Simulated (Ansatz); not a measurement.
`C[O][Mo]([Cl])([Cl])([Cl])([Cl])[O]C` and `C[O][W]([Cl])([Cl])([Cl])([Cl])[O]C` differ in one element.

Ansatz, PBE0-D4/def2-TZVP geometries, multiplicity 1. Each molecule was computed in one conformer, which needn't be the lowest.

Elements past krypton have def2 core potentials.

| property | `C[O][Mo]([Cl])([Cl])([Cl])([Cl])[O]C` |
| --- | --- |
| LUMO energy (PBE/def2-TZVPP) / eV | -4.92 |
| HOMO energy (PBE/def2-TZVPP) / eV | -7.00 |
| LUMO energy (ωB97M-V/def2-TZVPP) / eV | -2.68 |
| HOMO–LUMO gap (B3LYP/def2-TZVPP) / eV | 3.43 |
| LUMO energy (B3LYP/def2-TZVPP) / eV | -4.65 |
| HOMO–LUMO gap (ωB97M-V/def2-TZVPP) / eV | 7.85 |

Problem. Give the same properties after the change, and the shifts. (Estimate.)

Solution. Computed: 
```csv
property,`C[O][W]([Cl])([Cl])([Cl])([Cl])[O]C`,shift
LUMO energy (PBE/def2-TZVPP) / eV,-4.84,0.08
HOMO energy (PBE/def2-TZVPP) / eV,-7.05,-0.05
LUMO energy (ωB97M-V/def2-TZVPP) / eV,-2.54,0.14
HOMO–LUMO gap (B3LYP/def2-TZVPP) / eV,3.60,0.17
LUMO energy (B3LYP/def2-TZVPP) / eV,-4.52,0.13
HOMO–LUMO gap (ωB97M-V/def2-TZVPP) / eV,8.06,0.21
```

With PBE0 the HOMO falls by 0.05 eV and the LUMO rises by 0.13 eV, so the gap widens by about 0.18 eV. PBE moves the HOMO by -0.05 eV and ωB97M-V by -0.07 eV.

B3LYP here is the variant with VWN-RPA as its local correlation; programs differ in this.
